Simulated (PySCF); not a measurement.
PySCF input file for Al(F)(H)(SH) (AlFH2S), SMILES [F][AlH][SH], ADC(2)/aug-cc-pVDZ. Coordinates come from a ωB97X-D3(BJ)/def2-TZVP optimisation. Other conformers were not sampled.

```python
import numpy as np
from pyscf import gto, scf, dft, adc

mol = gto.M(
    atom='''
    Al   -0.51044338    0.58977941    0.00000000
    F     0.60863085    1.80402218    0.00000000
    H    -2.03707222    0.93747849    0.00000000
    S     0.26057203   -1.43032568    0.00000000
    H    -0.97399397   -1.95559960    0.00000000
    ''',
    basis='aug-cc-pVDZ',
    charge=0,
    spin=0,
    max_memory=1600,
    verbose=4,
)
mf = scf.RHF(mol)
mf.conv_tol = 1e-10
mf.max_cycle = 100
mf.kernel()
res = {}
for kind, nroots in (('ee', 6), ('ip', 6), ('ea', 2)):
    a = adc.ADC(mf).density_fit('aug-cc-pvdz-ri')
    a.method, a.method_type = 'adc(2)', kind
    e, v, p, x = a.kernel(nroots=nroots)
    res[kind] = (e * 27.211386245988, p)
for kind, (e, p) in res.items():
    print(kind, 'energies / eV', np.round(e, 3), 'strengths', np.round(p, 4))
```

Program output:

```
PySCF version 2.14.0

[INPUT] verbose = 4
[INPUT] num. atoms = 5
[INPUT] num. electrons = 40
[INPUT] charge = 0
[INPUT] spin (= nelec alpha-beta = 2S) = 0
[INPUT] symmetry False subgroup None
[INPUT] Mole.unit = angstrom
[INPUT] Symbol           X                Y                Z      unit          X                Y                Z       unit  Magmom
[INPUT]  1 Al    -0.510443380000   0.589779410000   0.000000000000 AA   -0.964598190297   1.114521558808   0.000000000000 Bohr   0.0
[INPUT]  2 F      0.608630850000   1.804022180000   0.000000000000 AA    1.150145617461   3.409107842841   0.000000000000 Bohr   0.0
[INPUT]  3 H     -2.037072220000   0.937478490000   0.000000000000 AA   -3.849508591760   1.771577593771   0.000000000000 Bohr   0.0
[INPUT]  4 S      0.260572030000  -1.430325680000   0.000000000000 AA    0.492409772422  -2.702923804132   0.000000000000 Bohr   0.0
[INPUT]  5 H     -0.973993970000  -1.955599600000   0.000000000000 AA   -1.840581850278  -3.695547653309   0.000000000000 Bohr   0.0

nuclear repulsion = 130.803760054695
number of shells = 34
number of NR pGTOs = 157
number of NR cGTOs = 95
basis = aug-cc-pVDZ
ecp = {}


[settings echo left out]
init E= -740.028943895166
  HOMO = -0.338367453411939  LUMO = 0.00548533193153045  gap/eV = 9.35671
cycle= 1 E= -740.118132107965  delta_E= -0.0892  |g|= 0.53  |ddm|= 1.67
  HOMO = -0.397586265107551  LUMO = 0.0204378239440525  gap/eV = 11.37501
cycle= 2 E= -740.170415410437  delta_E= -0.0523  |g|= 0.336  |ddm|= 0.593
  HOMO = -0.401578406810324  LUMO = 0.0261032956079101  gap/eV = 11.63781
cycle= 3 E= -740.189362408333  delta_E= -0.0189  |g|= 0.039  |ddm|= 0.188
  HOMO = -0.400555531892515  LUMO = 0.028003195458532  gap/eV = 11.66168
cycle= 4 E= -740.190148879482  delta_E= -0.000786  |g|= 0.0111  |ddm|= 0.0698
  HOMO = -0.398550089638516  LUMO = 0.0276740451338253  gap/eV = 11.59815
cycle= 5 E= -740.190222920062  delta_E= -7.4e-05  |g|= 0.00284  |ddm|= 0.0181
  HOMO = -0.399182623867466  LUMO = 0.0276378045886784  gap/eV = 11.61438
cycle= 6 E= -740.190229425349  delta_E= -6.51e-06  |g|= 0.000756  |ddm|= 0.00502
  HOMO = -0.398981638055535  LUMO = 0.0276438470913603  gap/eV = 11.60907
cycle= 7 E= -740.190229991285  delta_E= -5.66e-07  |g|= 0.000202  |ddm|= 0.00157
  HOMO = -0.399026986467014  LUMO = 0.0276456385076434  gap/eV = 11.61035
cycle= 8 E= -740.190230027755  delta_E= -3.65e-08  |g|= 3.61e-05  |ddm|= 0.000496
  HOMO = -0.39901876577872  LUMO = 0.0276462780634178  gap/eV = 11.61015
cycle= 9 E= -740.190230029048  delta_E= -1.29e-09  |g|= 1.01e-05  |ddm|= 7.25e-05
  HOMO = -0.399018952112051  LUMO = 0.0276463502352344  gap/eV = 11.61015
cycle= 10 E= -740.190230029158  delta_E= -1.1e-10  |g|= 2.9e-06  |ddm|= 2.44e-05
  HOMO = -0.399018985155753  LUMO = 0.0276463140956392  gap/eV = 11.61015
cycle= 11 E= -740.190230029164  delta_E= -5.57e-12  |g|= 7.37e-07  |ddm|= 7.59e-06
  HOMO = -0.399018896521492  LUMO = 0.0276463430622647  gap/eV = 11.61015
Extra cycle  E= -740.190230029167  delta_E= -3.18e-12  |g|= 3.39e-07  |ddm|= 1.39e-06
converged SCF energy = -740.190230029167

******** <class 'pyscf.adc.radc.RADC'> ********
******** ADC Orbital Information ********
Number of Frozen Occupied Orbitals: 0
Number of Frozen Virtual Orbitals: 0
Number of Active Occupied Orbitals: 20
Number of Active Virtual Orbitals: 75
*****************************************
******** <class 'pyscf.df.df.DF'> ********
auxbasis = aug-cc-pvdz-ri
Reference correlation energy (doubles): -0.43343173
MP2 correlation energy of reference state (a.u.) = -0.43343173

******** <class 'pyscf.adc.radc_ee.RADCEE'> ********
max_space = 12
max_cycle = 50
conv_tol = 1e-08

*************************************************************
        ADC calculation summary (singlet states only)
*************************************************************
adc(2) root 0  |  Energy (Eh) =   0.2373888068  |  Energy (eV) =   6.45967846  |  Osc. strength = 0.08766072  |  conv = True
adc(2) root 1  |  Energy (Eh) =   0.2400233214  |  Energy (eV) =   6.53136725  |  Osc. strength = 0.09298214  |  conv = True
adc(2) root 2  |  Energy (Eh) =   0.2548148120  |  Energy (eV) =   6.93386421  |  Osc. strength = 0.00112965  |  conv = True
adc(2) root 3  |  Energy (Eh) =   0.2584920686  |  Energy (eV) =   7.03392746  |  Osc. strength = 0.04436676  |  conv = True
adc(2) root 4  |  Energy (Eh) =   0.2842641131  |  Energy (eV) =   7.73522051  |  Osc. strength = 0.00442243  |  conv = True
adc(2) root 5  |  Energy (Eh) =   0.3073112956  |  Energy (eV) =   8.36236629  |  Osc. strength = 0.00028772  |  conv = True

******** <class 'pyscf.adc.radc.RADC'> ********
******** ADC Orbital Information ********
Number of Frozen Occupied Orbitals: 0
Number of Frozen Virtual Orbitals: 0
Number of Active Occupied Orbitals: 20
Number of Active Virtual Orbitals: 75
*****************************************
******** <class 'pyscf.df.df.DF'> ********
auxbasis = aug-cc-pvdz-ri
Reference correlation energy (doubles): -0.43343173
MP2 correlation energy of reference state (a.u.) = -0.43343173

******** <class 'pyscf.adc.radc_ip.RADCIP'> ********
max_space = 12
max_cycle = 50
conv_tol = 1e-08

*************************************************************
        ADC calculation summary (doublet states only)
*************************************************************
adc(2) root 0  |  Energy (Eh) =   0.3745916303  |  Energy (eV) =  10.19315745  |  Spec. factor = 1.81909667  |  conv = True
adc(2) root 1  |  Energy (Eh) =   0.4111288208  |  Energy (eV) =  11.18738505  |  Spec. factor = 1.82193817  |  conv = True
adc(2) root 2  |  Energy (Eh) =   0.4805753147  |  Energy (eV) =  13.07712040  |  Spec. factor = 1.77046363  |  conv = True
adc(2) root 3  |  Energy (Eh) =   0.4945734458  |  Energy (eV) =  13.45802895  |  Spec. factor = 1.78418931  |  conv = True
adc(2) root 4  |  Energy (Eh) =   0.4959648485  |  Energy (eV) =  13.49589095  |  Spec. factor = 1.73704280  |  conv = True
adc(2) root 5  |  Energy (Eh) =   0.5260706204  |  Energy (eV) =  14.31511072  |  Spec. factor = 1.79293206  |  conv = True

******** <class 'pyscf.adc.radc.RADC'> ********
******** ADC Orbital Information ********
Number of Frozen Occupied Orbitals: 0
Number of Frozen Virtual Orbitals: 0
Number of Active Occupied Orbitals: 20
Number of Active Virtual Orbitals: 75
*****************************************
******** <class 'pyscf.df.df.DF'> ********
auxbasis = aug-cc-pvdz-ri
Reference correlation energy (doubles): -0.43343173
MP2 correlation energy of reference state (a.u.) = -0.43343173

******** <class 'pyscf.adc.radc_ea.RADCEA'> ********
max_space = 12
max_cycle = 50
conv_tol = 1e-08

*************************************************************
        ADC calculation summary (doublet states only)
*************************************************************
adc(2) root 0  |  Energy (Eh) =   0.0163876387  |  Energy (eV) =   0.44593036  |  Spec. factor = 1.95467450  |  conv = True
adc(2) root 1  |  Energy (Eh) =   0.0187056006  |  Energy (eV) =   0.50900532  |  Spec. factor = 1.96302560  |  conv = True
ee energies / eV [6.46  6.531 6.934 7.034 7.735 8.362] strengths [0.0877 0.093  0.0011 0.0444 0.0044 0.0003]
ip energies / eV [10.193 11.187 13.077 13.458 13.496 14.315] strengths [1.8191 1.8219 1.7705 1.7842 1.737  1.7929]
ea energies / eV [0.446 0.509] strengths [1.9547 1.963 ]
```

The run converged.

Cost: roughly 2.6 core-minutes.
